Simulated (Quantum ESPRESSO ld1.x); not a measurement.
Os75+, configuration 1s1.

Calculated with ld1.x of Quantum ESPRESSO 7.5: scalar-relativistic Kohn-Sham, relativistic LDA (MacDonald-Vosko exchange, VWN5 correlation), spin-unpolarised, spherical densities, point nucleus; without spin polarisation the odd electron is poorly described.

Energy parts (eV):
| part | energy |
|---|---|
| total | -85425.6 |
| kinetic | 102324.7 |
| electron-nucleus | -188111.1 |
| Hartree | 734.9 |
| exchange-correlation | -374.1 |

Orbitals (lengths in bohr, moments of r in powers of bohr; <r^-3> diverges for s and p1/2; r(90%) holds 90 % of the orbital's charge):
orbital  occ.  eigenvalue (eV)  <r^-3>      <r^2>  r(90%)
1s          1         -84750.6       -  0.0004262  0.0321

The highest occupied level is 1s at -84751 eV. For comparison, the ionisation energy in NIST's Atomic Spectra Database is 85614.4 eV (theoretical). In exact Kohn-Sham theory the highest level is minus the ionisation energy, but local and semilocal functionals leave it too shallow, through self-interaction and a potential that decays too fast; potentials with the right tail come closer. Summed over all electrons, <r^2> = 0.0004262 bohr^2, which gives a Langevin (diamagnetic) susceptibility term of -0.000338 x 10^-6 cm^3/mol.
